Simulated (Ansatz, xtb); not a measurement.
# Relative energy of two structures of C3H6BN

Structure X is `BC#CCN`, a singlet and structure Y is a singlet given by its coordinates. Both are isolated molecules in the gas phase, relaxed with PBE0-D3(BJ)/def2-SVP; the shapes shown needn't be the lowest conformers.

X (Å):

```yaml
atoms:
  - { symbol: C, position_ang: [0.2511, 0.4683, -0.3009] }
  - { symbol: C, position_ang: [-0.9467, 0.6659, -0.1292] }
  - { symbol: C, position_ang: [-2.3842, 0.8466, 0.0646] }
  - { symbol: B, position_ang: [1.7179, 0.2331, -0.5096] }
  - { symbol: N, position_ang: [-3.2261, -0.3207, -0.1019] }
  - { symbol: H, position_ang: [2.5027, 1.1445, -0.3947] }
  - { symbol: H, position_ang: [2.1220, -0.8698, -0.7936] }
  - { symbol: H, position_ang: [-2.7235, 1.6416, -0.6230] }
  - { symbol: H, position_ang: [-2.5413, 1.2682, 1.0734] }
  - { symbol: H, position_ang: [-2.9339, -1.0530, 0.5426] }
  - { symbol: H, position_ang: [-3.1041, -0.7049, -1.0370] }
```

Y (Å):

```tsv
atom	x (Å)	y (Å)	z (Å)
C	-1.0814	0.7128	0.2598
C	-2.3789	0.1739	-0.0262
C	-3.4719	-0.2959	-0.2641
B	0.2515	-0.1622	0.3065
N	-0.1564	0.7786	-0.9162
H	0.1699	-1.3368	0.0394
H	1.1798	0.2747	0.9468
H	-1.0988	1.6631	0.8043
H	-0.5225	0.3685	-1.7713
H	0.2982	1.6722	-1.0792
H	-4.4370	-0.7234	-0.4622
```

Close contacts (Å): C1–C2 1.43, C1–B4 1.60, C1–N5 1.50, C2–C3 1.21, B4–N5 1.60, C1–H8 1.10, C3–H11 1.07, B4–H6 1.21, B4–H7 1.21, N5–H9 1.02, N5–H10 1.02.

Question: Estimate which is lower in electronic energy at CCSD(T)/def2-SVP + ΔMP2/def2-TZVPP, and by roughly how much.

Answer: Too close to call at this level: CCSD(T)/def2-SVP + ΔMP2/def2-TZVPP gives E(Y) − E(X) = +0.27 kcal/mol.

The same difference at several levels:

| level | geometry | E(Y) − E(X) (kcal/mol) | departure from the last row (kcal/mol) | job, with rough time for the two |
| --- | --- | --- | --- | --- |
| GFN2-xTB | GFN2-xTB | −1.88 | −2.16 | optimisation, 0.13 s |
| HF/STO-3G | GFN2-xTB | −1.54 | −1.81 | single point, 0.2 s |
| r2SCAN-D4/def2-SVP | GFN2-xTB | −0.42 | −0.70 | single point, 1.5 s |
| PBE0-D3(BJ)/def2-SVP | PBE0-D3(BJ)/def2-SVP | −2.13 | −2.41 | optimisation, 23 s |
| HF/def2-SVP | PBE0-D3(BJ)/def2-SVP | +8.32 | +8.05 | part of the CCSD(T) run |
| MP2/def2-SVP | PBE0-D3(BJ)/def2-SVP | −2.97 | −3.25 | part of the CCSD(T) run |
| CCSD(T)/def2-SVP | PBE0-D3(BJ)/def2-SVP | −1.43 | −1.71 | single point |
| CCSD(T)/def2-SVP + ΔMP2/def2-TZVPP | PBE0-D3(BJ)/def2-SVP | +0.27 |  | single point, 15 s |

The largest departure from CCSD(T)/def2-SVP + ΔMP2/def2-TZVPP is that of HF/def2-SVP, 8.05 kcal/mol. The last row adds to CCSD(T) the change of the MP2 difference between the two basis sets, here +1.71 kcal/mol.

With harmonic frequencies from PBE0-D3(BJ)/def2-SVP (ideal gas, rigid rotor, one conformer each, 298.15 K, 1 atm): on the last row, ΔE + ΔZPE = +1.11, ΔH = +0.36, ΔG = +2.21 kcal/mol.

The correlated steps freeze 5 core orbitals. Mirror images aren't counted in ΔG. Run with Ansatz 0.2.0, xtb 6.7.1; the last row on 2 threads of Intel(R) Xeon(R) 6975P-C (Granite Rapids) on a shared host.
